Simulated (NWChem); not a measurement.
SiH2S2Cl2; SMILES S[Si](S)(Cl)Cl

```xyz
7

S      1.5057     0.9865     1.1566
Si     0.0000     0.0000    -0.0011
S     -1.5057    -0.9865     1.1566
Cl     1.0685    -1.3004    -1.1994
Cl    -1.0685     1.3004    -1.1994
H      0.6361     1.7157     1.8913
H     -0.6361    -1.7157     1.8913
```
Atoms are numbered in this order, from 1.

Results from NWChem. Pople sets run with spherical d functions. Geometry: optimised at B3LYP/6-31G* (spherical d).

Question: Taking PBE/6-311++G** as the yardstick, which of these has the fewest basis functions while keeping “dipole (D)” within 0.1 D of it: PBE/6-31G*; PBE/6-31+G*; PBE/STO-3G; PBE/6-311G**; PBE/3-21G?

Answer: PBE/6-31G* (a larger set in the list lies outside the tolerance).
```tsv
level	basis functions	dipole (D)
PBE/STO-3G	47	3.48
PBE/3-21G	69	2.57
PBE/6-31G*	94	1.99
PBE/6-31+G*	114	1.98
PBE/6-311G**	142	2.09
PBE/6-311++G**	164	1.95
```

The yardstick is one finite set, not the basis-set limit.
